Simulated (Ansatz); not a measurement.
Consider the ligand exchange at the Si–N bond: `C/N=C/N[SiH3]` + PH₃ → `[SiH3]P` + `C/N=C\N`.

Gas-phase electronic energies from Ansatz, PBE0-D4/def2-TZVP geometries. CBS: MP2 limit from def2 TZ/QZ plus the TZ coupled-cluster correction, frozen cores. This one scheme is used for every species. Double bonds are as drawn, so ΔE can hold a change between cis and trans. Functionals use def2-TZVPP. Each species was taken in one conformer, which may not be the lowest.

Problem. Is it downhill or uphill in electronic energy at CCSD(T)/CBS, and by how much? (Estimate.)

Solution. Ansatz gave: Uphill: ΔE = +0.45 eV.

Problem. What do these levels give: r2SCAN-D4, PBE0-D4, B2PLYP, PBE, MP2/def2-TZVPP, SCS-MP2/def2-TZVPP, CCSD(T)/def2-TZVPP, HF/def2-QZVPP, MP2/def2-QZVPP, SCS-MP2/def2-QZVPP, HF/CBS(def2), MP2/CBS(def2)? (Best estimate.)

Solution. The calculation gave: r2SCAN-D4 0.38, PBE0-D4 0.34, B2PLYP 0.48, PBE 0.29, MP2/def2-TZVPP 0.51, SCS-MP2/def2-TZVPP 0.54, CCSD(T)/def2-TZVPP 0.48, HF/def2-QZVPP 0.59, MP2/def2-QZVPP 0.49, SCS-MP2/def2-QZVPP 0.53, HF/CBS(def2) 0.59, MP2/CBS(def2) 0.48 eV.

Largest T1 diagnostic among the species: 0.013.

From PBE to PBE0 (25 % exact exchange), in def2-TZVPP and without D4, ΔE moves by +0.04 eV. In def2-TZVPP, CCSD(T) changes the Hartree–Fock value by −0.10 eV (the triples alone add −0.02 eV) and MP2 by −0.07 eV.
